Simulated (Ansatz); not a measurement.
`BC(C)O[SiH3]`, relaxed with RKS PBE-D4/def2-SVP in Ansatz from a rough embedded geometry. The force threshold is 0.03 eV/Å; the program also tests the step.

Total charge 0; spin multiplicity 1.

Start:

```xyz
14

B     1.011   -0.887    1.516
C     0.262   -0.004    0.438
C    -1.085    0.457    0.979
O     0.092   -0.914   -0.681
Si    0.125    0.089   -2.170
H     2.148   -1.248    1.322
H     0.566   -1.094    2.607
H     0.898    0.854    0.256
H    -1.759   -0.459    1.254
H    -1.652    1.050    0.251
H    -0.994    1.048    1.920
H    -0.076   -0.825   -3.286
H     1.442    0.828   -2.275
H    -0.980    1.105   -2.131
```

By how much does the energy fall, and how many steps does the optimiser take? (Estimate.)

The calculation gave: 12.01 kcal/mol, in 36 steps, 4 of them rejected.

Which bonds change most? (Best estimate.)

Computed: O4–Si5 from 1.796 to 1.683 Å; C2–H8 from 1.084 to 1.147 Å; C3–H9 from 1.170 to 1.109 Å; Si5–H12 from 1.456 to 1.499 Å.

Give the relaxed structure. (Estimate.)

Computed: 
```xyz
14

B     1.005   -1.026    1.602
C     0.259   -0.162    0.548
C    -1.047    0.535    0.940
O     0.202   -0.741   -0.752
Si    0.022    0.126   -2.183
H     1.707   -1.957    1.261
H     0.989   -0.661    2.764
H     1.081    0.638    0.572
H    -1.879   -0.198    0.949
H    -1.319    1.340    0.225
H    -0.971    0.985    1.949
H     0.437   -0.803   -3.284
H     0.908    1.350   -2.161
H    -1.397    0.573   -2.429
```
